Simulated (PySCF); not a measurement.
# Cr (chromium, neutral) across methods

[Ar] 3d5 4p1, high-spin 7P determinant (an excited configuration). All numbers are calculated (PySCF 2.14, the spin-free X2C one-electron Hamiltonian (Gaussian nucleus), in ANO-RCC-VTZP (6s5p3d2f1g, 59 functions)).

```tsv
method	E (hartree)	mean ε 3p β (eV)	mean ε 3d α (eV)	mean ε 4p α (eV)	Σ⟨r²⟩ (bohr²)	⟨S²⟩
PBE	-1050.441	-42.792	-4.621	-1.741	45.14	12.000
LDA	-1048.354	-43.005	-4.898	-1.793	45.00	12.000
PBEsol	-1049.355	-42.755	-4.669	-1.735	45.02	12.000
```

Estimate the same row for r2SCAN.

E (hartree) = -1050.636; mean ε 3p β (eV) = -43.353; mean ε 3d α (eV) = -4.798; mean ε 4p α (eV) = -1.820; Σ⟨r²⟩ (bohr²) = 44.89; ⟨S²⟩ = 12.000.
